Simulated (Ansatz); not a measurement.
Reaction (redistribution): `O[Si](Cl)(Cl)O[SiH3]` + `FC1O[SiH2]O1` → `O[Si](F)(Cl)O[SiH3]` + `ClC1O[SiH2]O1`

Computed with Ansatz on PBE0-D4/def2-TZVP structures; ΔE is electronic, products minus reactants. CCSD(T)/CBS adds triple-zeta CCSD(T) − MP2 to the extrapolated MP2 energy (def2 sets, frozen cores). DFT in def2-TZVPP. B3LYP here is the variant with VWN-RPA as its local correlation; programs differ in this. Each species was taken in one conformer, which may not be the lowest.

```tsv
level	ΔE (kJ/mol)	difference from CCSD(T)/CBS
PBE-D4	-20.6	9.1
r2SCAN-D4	-22.9	6.8
PBE0-D4	-18.6	11.1
ωB97X-V	-20.2	9.5
ωB97M-V	-21.7	8.0
PBE	-21.4	8.3
r2SCAN	-23.1	6.6
PBE0	-19.5	10.2
B3LYP	-27.7	2.0
HF/def2-TZVPP	-21.0	8.7
CCSD/def2-TZVPP	-27.3	2.4
CCSD(T)/def2-TZVPP	-28.0	1.7
MP2/def2-QZVPP	-31.5	-1.8
HF/CBS(def2)	-23.5	6.2
MP2/CBS(def2)	-31.5	-1.8
CCSD/CBS(def2)	-29.1	0.6
CCSD(T)/CBS	-29.7	0
```

Largest T1 diagnostic among the species: 0.013.

In def2-TZVPP, CCSD(T) changes the Hartree–Fock value by −7.0 kJ/mol (the triples alone add −0.6 kJ/mol) and MP2 by −8.8 kJ/mol.
